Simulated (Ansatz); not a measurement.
Geometry optimisation, RKS PBE0/def2-SVP (Ansatz 0.2.0).

The input (input.yaml):

```yaml
crystal:
  periodic: [false, false, false]
  atoms:
    - { symbol: Ge, position_ang: [0.201965, 0.66915, -0.344075] }
    - { symbol: O, position_ang: [0.623054, -0.291957, 2.433587] }
    - { symbol: H, position_ang: [-0.112935, -0.893098, 2.270878] }
    - { symbol: Cl, position_ang: [1.677439, -0.740774, -0.936784] }
    - { symbol: Cl, position_ang: [-0.58116, 1.666414, -2.063046] }
    - { symbol: F, position_ang: [-1.133322, -0.237807, 0.277242] }
    - { symbol: "N", position_ang: [0.741021, 1.983011, 0.87024] }
    - { symbol: H, position_ang: [1.623522, 1.705008, 1.300615] }
    - { symbol: H, position_ang: [0.871656, 2.874905, 0.393202] }
    - { symbol: H, position_ang: [0.17936, 0.577949, 2.553341] }
basis:
  gaussian: { orbitals: def2-SVP }
hamiltonian:
  xc: pbe0
relax:
  f_tol: 0.03
  max_steps: 50
output:
  orbitals: {}
```

Command:

```bash
$ ansatz run input.yaml --threads 4 --pin off --max-ram 5120MiB --backend cpu --events-out ev --progress --plain --runs-dir out
```

Q: Where does it end, and by what steps?

A: It converged. After 21 steps the energy has fallen by 0.188 eV; H3 moved furthest, 1.04 Å.

| step | energy less start (eV) | largest force component (eV/Å) | accepted |
| --- | --- | --- | --- |
| 0 | 0.0000 | 0.926 | yes |
| 1 | -0.0468 | 0.553 | yes |
| 2 | -0.0653 | 0.733 | yes |
| 3 | -0.0426 | 1.630 | no |
| 4 | -0.0851 | 0.414 | yes |
| 5 | -0.0933 | 0.090 | yes |
| 6 | -0.1068 | 0.055 | yes |
| 7 | -0.0920 | 1.258 | no |
| 8 | -0.1170 | 0.075 | yes |
| 9 | -0.1251 | 0.392 | yes |
| 10 | -0.1460 | 0.165 | yes |
| 11 | -0.1500 | 0.068 | yes |
| 12 | -0.1351 | 1.319 | no |
| 13 | -0.1624 | 0.095 | yes |
| 14 | -0.1704 | 0.341 | yes |
| 15 | -0.1800 | 0.210 | yes |
| 16 | -0.1808 | 0.185 | yes |
| 17 | -0.1870 | 0.047 | yes |
| 18 | -0.1871 | 0.035 | yes |
| 19 | -0.1867 | 0.178 | no |
| 20 | -0.1870 | 0.118 | no |
| 21 | -0.1876 | 0.024 | yes |

```xyz
10
Properties=species:S:1:pos:R:3
Ge 0.123 0.783 -0.165
O 0.573 -0.088 2.276
H 0.897 -0.971 2.058
Cl 1.297 -0.979 -0.592
Cl -0.436 1.543 -2.092
F -1.378 0.206 0.496
N 0.813 2.179 0.703
H 1.344 1.955 1.538
H 1.234 2.895 0.120
H -0.376 -0.210 2.413
```

The run took 70 s on 4 threads of Arm Neoverse V1, on a shared host, peak memory 0.38 GiB.
